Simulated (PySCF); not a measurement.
Species: C4H9NSSi2.
SMILES: `[SiH3]N([SiH3])c1ccsc1`

Computed with CAM-B3LYP/def2-SVPD in PySCF (dipole) on a GFN2-xTB geometry, gas phase.

Take the most abundant isotopes and a rigid rotor. 

Problem. What are A, B and C (GHz)?

Solution. Ia = 231.96, Ib = 625.78, Ic = 825.57 u·Å²; 505379 MHz·u·Å²/I gives 2179, 807.6 and 612.2 MHz, that is A = 2.1788, B = 0.8076, C = 0.6122 GHz.

Problem. What kind of rotor is it?

Solution. An asymmetric top. Ray's parameter κ = (2B − A − C)/(A − C) = -0.751; −1 is the prolate and +1 the oblate limit.

Problem. What does the inertial defect say?

Solution. Not planar: Δ = Ic − Ia − Ib = -32.17 u·Å². For a rigid frame Δ = −2 Σ m c², so Σ m c² = 16.09 u·Å² lies off the ab plane: 7.56 from hydrogen and 8.53 from heavier atoms. The atom farthest from that plane is 1.25 Å away.

Problem. Give the coordinates in the principal-axis frame, origin at the centre of mass.

Solution. The sense of each axis is arbitrary; atoms in the order of the calculation.
```tsv
atom	mass (u)	a (Å)	b (Å)	c (Å)
Si1	27.977	-1.891	-1.619	0.205
N2	14.003	-1.196	-0.029	0.012
Si3	27.977	-2.141	1.421	-0.235
C4	12.000	0.189	0.083	0.025
C5	12.000	0.889	1.261	0.415
C6	12.000	2.235	1.125	0.356
S7	31.972	2.703	-0.441	-0.173
C8	12.000	1.054	-0.914	-0.323
H9	1.008	-1.118	-2.304	1.240
H10	1.008	-1.837	-2.359	-1.061
H11	1.008	-3.274	-1.405	0.616
H12	1.008	-3.451	0.980	-0.697
H13	1.008	-2.259	2.163	1.026
H14	1.008	-1.462	2.226	-1.251
H15	1.008	0.395	2.158	0.741
H16	1.008	2.988	1.849	0.596
H17	1.008	0.824	-1.900	-0.672
```

Problem. Where do the levels up to J = 4 lie, in K?

Solution. Above 0(0,0), as E/k:
J = 1: 1(0,1) 0.068, 1(1,1) 0.134, 1(1,0) 0.143
J = 2: 2(0,2) 0.203, 2(1,2) 0.261, 2(1,1) 0.289, 2(2,1) 0.486, 2(2,0) 0.487
J = 3: 3(0,3) 0.404, 3(1,3) 0.451, 3(1,2) 0.507, 3(2,2) 0.691, 3(2,1) 0.695, 3(3,1) 1.044, 3(3,0) 1.044
J = 4: 4(0,4) 0.668, 4(1,4) 0.703, 4(1,3) 0.796, 4(2,3) 0.963, 4(2,2) 0.976, 4(3,2) 1.318, 4(3,1) 1.319, 4(4,1) 1.810, 4(4,0) 1.810

Problem. Which lines would a microwave search look for?

Solution. The dipole components are |μa| = 0.72 D, |μb| = 0.42 D, |μc| = 0.14 D. The squared components, which scale the intensities, stand as 1.00 : 0.34 : 0.04 (a : b : c). Some lines, for components of 0.1 D or more:

| type | branch | J(Ka,Kc) | MHz | lower level (cm⁻¹) |
| --- | --- | --- | --- | --- |
| a | Q | 3(1,2) ← 3(1,3) | 1171 | 0.313 |
| a | R | 2(1,2) ← 1(1,1) | 2644 | 0.093 |
| b | R | 3(0,3) ← 2(1,2) | 2988 | 0.181 |
| b | Q | 5(1,4) ← 5(0,5) | 3402 | 0.690 |
| b | Q | 4(2,2) ← 4(1,3) | 3750 | 0.553 |
| b | R | 4(0,4) ← 3(1,3) | 4528 | 0.313 |
| c | R | 2(1,1) ← 1(0,1) | 4602 | 0.047 |
| b | Q | 5(2,4) ← 5(1,5) | 5935 | 0.706 |
| a | R | 5(4,1) ← 4(4,0) | 7142 | 1.258 |
| b | Q | 3(3,0) ← 3(2,1) | 7261 | 0.483 |
| c | R | 4(2,2) ← 3(1,2) | 9777 | 0.352 |
| c | R | 3(3,0) ← 2(2,0) | 11597 | 0.339 |

Problem. Estimate the classical rotational partition function at 100 K, 298.15 K and 500 K.

Solution. Point group C1, symmetry number σ = 1; q = (√π/σ)·√((kT/h)³/(ABC)), k/h = 20836.6 MHz/K: 162000 at 100 K, 836000 at 298.15 K, 1820000 at 500 K.

Not checked by GFN2-xTB frequencies. Constants of a rigid frame at the computed geometry: no zero-point averaging, no centrifugal distortion. A rigid rotor knows nothing of internal rotation, which can split or shift real lines. Quadrupole hyperfine structure (14N) is left out.

Time: 80 s wall. Hardware: an Arm Neoverse V2 with one thread, no GPU, on a shared host. This is the CAM-B3LYP/def2-SVPD job that gave the dipole, with the excitations it also computed.

Shape of the structure used: `[SiH3:1][N:2]([SiH3:3])[c:4]1[cH:5][cH:6][s:7][cH:8]1`: Si1–N2–C4–C5 -154°.
